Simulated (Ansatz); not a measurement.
Job for Ansatz (a program for electronic structure): U-PBE/cc-pVTZ on CH5GaO (SMILES [CH3][GaH][OH]), a point of a bond scan (R = 2.355 Å).

Ansatz 0.2 input:
```yaml
crystal:
  periodic: [false, false, false]
  atoms:
    - {symbol: Ga, position_ang: [-0.20387702, -0.20087746, -0.18794731]}
    - {symbol: H, position_ang: [-1.58417075, -1.67191431, -1.40398147]}
    - {symbol: C, position_ang: [0.23367618, 1.68484976, -0.52349908]}
    - {symbol: H, position_ang: [0.71008193, 1.79959260, -1.49873918]}
    - {symbol: H, position_ang: [0.90792671, 2.05496810, 0.24752430]}
    - {symbol: H, position_ang: [-0.67239606, 2.29332646, -0.52678867]}
    - {symbol: O, position_ang: [0.58916424, -0.88060294, 1.28534330]}
    - {symbol: H, position_ang: [0.38327687, -1.80339226, 1.46125511]}
basis:
  gaussian:
    orbitals: cc-pVTZ
hamiltonian:
  xc: {name: PBE}
magnetization: {spin_polarized: true, initial_magnetization: 0}
```

The head of its log:

```
WARN ansatz: RAYON_NUM_THREADS=1 ignored (pool sized by the plan → 1); use --threads N
Functional definition: PBE
integrals: 0.07 GiB planned
994 factors; their error is unknown
mean field: 0.73 GiB planned
mean field evaluation 1: about -55516.6686 eV, gradient 6.6e1 eV
mean field evaluation 2: about -55399.4078 eV, gradient 1.5e2 eV
```

Q: What total energy does the run end on?

A: -2040.8084 hartree.
